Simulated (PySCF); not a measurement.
C2H5O, SMILES C(O)[CH2], multiplicity 2. Atoms are numbered in the order given.

```xyz
8

C      1.2342     0.2327     0.0434
C     -0.0381    -0.5073     0.1640
O     -1.1609     0.2423    -0.2575
H      1.3778     0.9127    -0.7878
H      2.0811    -0.0076     0.6735
H     -0.0337    -1.3992    -0.4796
H     -0.1680    -0.8751     1.1928
H     -1.1464     1.0780     0.2170
```
Charge 0, spin multiplicity 2.

The structure is a stationary point at PBE0-D3(BJ)/def2-TZVP. The isomer is the one that the SMILES or the coordinates give; other isomers of the formula were not compared. The values are those of a single conformer.

All values below come from PBE/def2-TZVPD in PySCF.

Gas-phase values at a fixed geometry.

- total energy = -154.24052 hartree
- α spin, highest occupied and lowest empty level = -5.02 and -0.31 eV
- β spin, highest occupied and lowest empty level = -6.47 and -2.95 eV
- dipole moment = 1.41 D
- quadrupole, principal values (traceless, Buckingham form, about the centre of nuclear charge) = -3.89, 0.40, 3.49 D·Å
- mean static polarisability = 35.4 bohr³ (5.24 Å³)
- polarisability, principal values = 31.3, 35.2, 39.7 bohr³
- ⟨S²⟩ = 0.754 (pure state 0.75)
